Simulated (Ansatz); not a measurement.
Geometry optimisation, Ansatz, UKS PBE/def2-SVP.

Input:

```yaml
crystal:
  periodic: [false, false, false]
  atoms:
    - { symbol: Sn, position_ang: [0.0, 0.0, 0.0] }
    - { symbol: Cl, position_ang: [0.0, 0.0, 2.66] }
    - { symbol: Cl, position_ang: [2.2726, 0.0, -0.8025] }
    - { symbol: Cl, position_ang: [-1.1351, 1.9666, -0.8025] }
    - { symbol: Cl, position_ang: [-1.1351, -1.9666, -0.8025] }
    - { symbol: Si, position_ang: [0.0, 0.0, 5.09] }
    - { symbol: H, position_ang: [-0.7436, -1.1581, 5.5774] }
    - { symbol: H, position_ang: [1.3747, -0.0649, 5.5774] }
    - { symbol: H, position_ang: [-0.6311, 1.223, 5.5774] }
magnetization:
  spin_polarized: true
  initial_magnetization: 1
basis:
  gaussian: { orbitals: def2-SVP }
hamiltonian:
  xc: pbe
relax:
  f_tol: 0.15
  max_steps: 25
  restrain:
    - { distance: [1, 5], at: 3.33, k: 30.0 }
    - { distance: [0, 1], at: 2.41, k: 30.0 }
output:
  orbitals: {}
```

Launched with:

```bash
$ ansatz run input.yaml --threads 4 --pin off --max-ram 5120MiB --backend cpu --events-out ev --progress --plain --runs-dir out
```

Where does it end, and by what steps?

It converged. The restraints hold the end off the free minimum; the threshold counts their pulls, which the force column leaves out. Restrained pairs: Cl2–Si6 (2.43 → 3.32 Å), Sn1–Cl2 (2.66 → 2.40 Å). After 5 steps the energy has risen by 0.580 eV (the restraints' own energy left out); Cl2 moved furthest, 0.47 Å.

```json
{"step": "0", "energy less start (eV)": "0.0000", "largest force component (eV/Å)": "1.990", "accepted": "yes"}
{"step": "1", "energy less start (eV)": "0.4776", "largest force component (eV/Å)": "1.420", "accepted": "yes"}
{"step": "2", "energy less start (eV)": "0.6880", "largest force component (eV/Å)": "0.941", "accepted": "yes"}
{"step": "3", "energy less start (eV)": "0.6274", "largest force component (eV/Å)": "0.757", "accepted": "yes"}
{"step": "4", "energy less start (eV)": "0.5848", "largest force component (eV/Å)": "0.159", "accepted": "yes"}
{"step": "5", "energy less start (eV)": "0.5802", "largest force component (eV/Å)": "0.278", "accepted": "yes"}
```

```xyz
9
Properties=species:S:1:pos:R:3
Sn 0.000 0.000 -0.219
Cl 0.000 0.000 2.185
Cl 2.218 0.000 -1.023
Cl -1.108 1.920 -1.023
Cl -1.108 -1.920 -1.023
Si 0.000 0.000 5.508
H -0.784 -1.221 5.890
H 1.449 -0.068 5.890
H -0.665 1.289 5.890
```

Run time: 21 s on 4 threads of Arm Neoverse V2, with other jobs on the host, peak memory 0.24 GiB.
